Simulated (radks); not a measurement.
The magnesium ion Mg3+, configuration [He] 2s2 3s(up 0.5, down 0.5) 2p(up 2, down 2) (fractional occupations, a model configuration).

All-electron calculation, non-relativistic Kohn-Sham, PBE, spin-polarised, spherical densities, point nucleus. Program: a radial shooting solver on a logarithmic mesh with Libxc functionals.

Energy parts (hartree):
total: -193.52300
kinetic: 193.25569
electron-nucleus: -442.92475
Hartree: 70.35858
exchange-correlation: -14.21253

Orbitals (lengths in bohr, moments of r in powers of bohr):
orbital  occ.  eigenvalue (hartree)   <1/r>
1s          2             -49.25822   11.59
2s          2              -5.33773   2.237
2p          4              -4.17652   2.141
3s          1              -1.33235  0.6883

The highest occupied level is 3s at -36.255 eV. Virial ratio -V/T = 2.00138. The density falls to 0.001 e/bohr^3 at r = 3.19 bohr. The electron density at the nucleus is 1109 e/bohr^3.
